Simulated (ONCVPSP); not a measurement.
# phosphorus (P): ONCV pseudisation with PBE, scalar-relativistic reference atom.

* Element: P
* Generator: ONCVPSP 4.0.1
* Type: optimised norm-conserving Vanderbilt (ONCV)
* Functional: PBE
* Relativity: scalar-relativistic
* Frozen core: [Ne]
* Valence charge: 5
* Reference configuration: 3s2 3p3
* Partial waves: 3s: rc 1.55 bohr, ncon 4, nbas 8, qcut 4.5 1/bohr, 2 projectors, debl 3.5 Ha; 3p: rc 1.45 bohr, ncon 5, nbas 9, qcut 5.4 1/bohr, 3 projectors, debl 3.1 Ha
* Local potential: polynomial inside 1.15 bohr (lpopt 5, dvloc0 0 Ha)
* Core correction: none

All-electron outer shells of the reference configuration (PBE, scalar-relativistic, ld1.x):

```csv
shell,level (eV),outermost node (bohr),outermost maximum (bohr)
2s,-173.99,0.14,0.42
2p,-124.49,–,0.36
3s,-13.97,0.65,1.58
3p,-5.51,0.64,1.83
```

Question: Estimate the cutoffs (Ha) at which the residual kinetic energy of the hardest occupied pseudo-wave falls to 1 and 0.1 mHa per electron.

Answer: 9.9 Ha and 104 Ha. The cutoffs count occupied waves only; projector 2 of the p channel, the hardest unoccupied one, needs 145 Ha at the loose tolerance.

Question: What does a ghost test show?

Answer: Ghosts flagged at negative energy: p at -77.3 eV; GHOST(+) flagged for s at 116.5 eV. A true bound ghost makes a file unfit for plane-wave use.

Question: Tests: 3s2 3p2; 3s2 3p1; 3s2 3p0; 3s0 3p5. Which has the largest error in its energy relative to the reference configuration, and how large is it?

Answer: 3s2 3p0, with +21 meV (all-electron minus pseudo) on +58.62 eV.
